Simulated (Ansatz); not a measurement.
Ansatz (a quantum-chemistry and plane-wave program) input (CCSD(T)/aug-cc-pV(D+d)Z):
A basis named .json is the Basis Set Exchange file of that set.

Ansatz 0.2 input:
```yaml
crystal:
  periodic: [false, false, false]
  atoms:
    - {symbol: C, position_ang: [-0.85208634, 1.49722133, -0.49992816]}
    - {symbol: Si, position_ang: [0.07565165, 0.12676904, 0.40473674]}
    - {symbol: C, position_ang: [1.72449326, -0.21027040, -0.44672178]}
    - {symbol: C, position_ang: [-0.96656082, -1.44472407, 0.44292613]}
    - {symbol: H, position_ang: [-1.05596177, 1.19660396, -1.53375066]}
    - {symbol: H, position_ang: [-1.80792943, 1.71509203, -0.02038040]}
    - {symbol: H, position_ang: [-0.27058029, 2.42031245, -0.52861970]}
    - {symbol: H, position_ang: [2.28341453, -0.99622958, 0.06410586]}
    - {symbol: H, position_ang: [1.55674693, -0.53483042, -1.47979822]}
    - {symbol: H, position_ang: [2.34881167, 0.68444910, -0.47452926]}
    - {symbol: H, position_ang: [-1.17204142, -1.78659375, -0.57767556]}
    - {symbol: H, position_ang: [-1.92430601, -1.27573663, 0.93814032]}
    - {symbol: H, position_ang: [-0.45235402, -2.25119489, 0.96853613]}
basis:
  gaussian:
    orbitals: aug-cc-pV_D+d_Z.json
magnetization: {spin_polarized: true, initial_magnetization: 1}
correlation: {method: ccsd_t, electrons: outside_noble_gas}
output: {forces: true}
```

Output:

```
Functional definition: HF
integrals: 1.26 GiB planned
1815 factors; integrals over basis functions are off by at most 1.2e-3 eV
mean field: 1.19 GiB planned
mean field evaluation 1: about -11091.0622 eV, gradient 3.0e1 eV
mean field evaluation 2: about -11091.0758 eV, gradient 3.0e1 eV
mean field evaluation 4: about -11096.1553 eV, gradient 2.7e0 eV
mean field evaluation 8: about -11096.2510 eV, gradient 2.1e-1 eV
mean field evaluation 16: about -11096.1384 eV, gradient 2.6e0 eV
mean field -11096.25200047 eV, -407.7797397074 hartree, gradient 3.8e-6 eV, S^2 0.752981; 0 other end points of the search recorded, 0 dependent functions left out
8 core orbitals not correlated
reference -11096.25200047 eV, -407.7797397074 hartree; 13, 12 occupied and 161, 162 virtual orbitals, 1815 factors
densities: 6.39 GiB planned
second order -14.90780998 eV of doubles, -0.00000000 eV of singles
coupled cluster: 5.49 GiB planned
cycle   1  -16.09323456 eV  change    -1.2e0 eV  update   8.3e-2
cycle   2  -16.53796336 eV  change   -4.4e-1 eV  update   2.6e-2
cycle   3  -16.59323842 eV  change   -5.5e-2 eV  update   9.1e-3
cycle   4  -16.59128246 eV  change    2.0e-3 eV  update   3.0e-3
cycle   5  -16.59046321 eV  change    8.2e-4 eV  update   1.0e-3
cycle   6  -16.59036968 eV  change    9.4e-5 eV  update   3.9e-4
cycle   7  -16.59040108 eV  change   -3.1e-5 eV  update   1.3e-4
cycle   8  -16.59042839 eV  change   -2.7e-5 eV  update   5.0e-5
cycle   9  -16.59042297 eV  change    5.4e-6 eV  update   1.6e-5
cycle  10  -16.59041829 eV  change    4.7e-6 eV  update   5.9e-6
cycle  11  -16.59042083 eV  change   -2.5e-6 eV  update   2.4e-6
perturbative correction -0.53640692 eV, -0.0197125908 hartree
the calculation of the forces begins
Total energy: -11113.37882822 eV, -408.4091390185 hartree
Atom 0 at    -0.852086     1.497221    -0.499928 Å, force     0.140633    -0.199066     0.149175 eV/Å
Atom 1 at     0.075652     0.126769     0.404737 Å, force     0.035676     0.059782     0.190866 eV/Å
Atom 2 at     1.724493    -0.210270    -0.446722 Å, force    -0.242300     0.054703     0.141267 eV/Å
Atom 3 at    -0.966561    -1.444724     0.442926 Å, force     0.157646     0.238168     0.009047 eV/Å
Atom 4 at    -1.055962     1.196604    -1.533751 Å, force    -0.089625    -0.131505    -0.453577 eV/Å
Atom 5 at    -1.807929     1.715092    -0.020380 Å, force    -0.443156     0.107081     0.212454 eV/Å
Atom 6 at    -0.270580     2.420312    -0.528620 Å, force     0.260434     0.429835    -0.020149 eV/Å
Atom 7 at     2.283415    -0.996230     0.064106 Å, force     0.265004    -0.362214     0.227078 eV/Å
Atom 8 at     1.556747    -0.534830    -1.479798 Å, force    -0.073172    -0.142409    -0.453237 eV/Å
Atom 9 at     2.348812     0.684449    -0.474529 Å, force     0.294934     0.406972    -0.019436 eV/Å
Atom 10 at    -1.172041    -1.786594    -0.577676 Å, force    -0.090356    -0.150292    -0.447556 eV/Å
Atom 11 at    -1.924306    -1.275737     0.938140 Å, force    -0.444689     0.067689     0.225079 eV/Å
Atom 12 at    -0.452354    -2.251195     0.968536 Å, force     0.228971    -0.378743     0.238990 eV/Å
Dipole moment:    -0.023820    -0.039915    -0.127437 e Å
```

It need not be the lowest isomer of its formula.
